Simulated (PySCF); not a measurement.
**Nuclear quadrupole coupling in `FC(F)(F)[C@@H]1CCC[O+]1[AlH3-]`**

C₅H₁₀AlF₃O.
Z-matrix (Å and degrees, PBE0-D3(BJ)/def2-SVP geometry), rows numbered from 1:
```
F 
C   1  1.3250
F   2  1.3338  1  108.56
F   2  1.3379  1  107.93  3  -116.79
C   2  1.5200  1  111.64  3   120.88
C   5  1.5340  2  113.22  1   178.09
C   6  1.5299  5  103.73  2  -127.95
C   7  1.5123  6  102.69  5    28.98
O   5  1.4297  2  108.16  1    60.65
Al  9  2.0155  5  122.91  2  -103.72
H   5  1.0999  2  107.54  1   -55.04
H   6  1.0995  5  110.38  2    -8.98
H   6  1.0972  5  111.29  2   110.52
H   7  1.1007  6  110.75  5   -87.74
H   7  1.0984  6  112.97  5   150.62
H   8  1.0978  7  114.77  6  -154.26
H   8  1.1008  7  113.05  6    78.61
H  10  1.6101  9   96.63  5  -112.34
H  10  1.5978  9  102.50  5   128.22
H  10  1.6044  9   96.82  5     6.07
```

Field gradients from the PBE0/pcSseg-1 density (PySCF, non-relativistic), principal values in atomic units, ordered |Vxx| ≤ |Vyy| ≤ |Vzz|:

| atom | Vxx | Vyy | Vzz |
| --- | --- | --- | --- |
| O9 | 0.2592 | 1.7682 | -2.0274 |
| Al10 | -0.4862 | -0.5713 | 1.0575 |

Q: Find the asymmetry η = (Vxx − Vyy)/Vzz and the couplings χ = eQV/h (234.96 MHz × Q in barn × V in au), with Q(17O) = −0.0256 b, Q(27Al) = 0.1466 b.

A: 
```
atom                    environment  nucleus     η  χzz (MHz)  χxx (MHz)  χyy (MHz)
  O9    oxygen bonded to Al and 2 C      17O  0.74      12.20      -1.56     -10.64
Al10  aluminium bonded to O and 3 H     27Al  0.08      36.43     -16.75     -19.68
```

Q: What is Vzz at Al10 in SI units (1 au = 9.71736 × 10²¹ V/m²)?

A: 1.0575 au = 10.276 × 10²¹ V/m².

Q: And the gradient at the other heavy atoms, for which no coupling is worked out here?

A: 
| atom | environment | Vzz (au) | η |
| --- | --- | --- | --- |
| F1 | fluorine of a CF3 group | 2.911 | 0.04 |
| C2 | CF3 carbon | -0.449 | 0.06 |
| F3 | fluorine of a CF3 group | 2.867 | 0.03 |
| F4 | fluorine of a CF3 group | 2.865 | 0.02 |
| C5 | sp3 carbon bound to oxygen | 0.457 | 0.38 |
| C6 | ring CH2 carbon | 0.134 | 0.63 |
| C7 | ring CH2 carbon | 0.097 | 0.85 |
| C8 | sp3 carbon bound to oxygen | 0.539 | 0.13 |

Were the hydrogens deuterons (Q(2H) = 0.00286 b), χzz would run from 69 kHz (H18) to 196 kHz (H13 and H15).

The structure is a single PBE0-D3(BJ)/def2-SVP conformer in the gas phase; no vibrational or solvent corrections. The small basis limits the accuracy of the gradients.
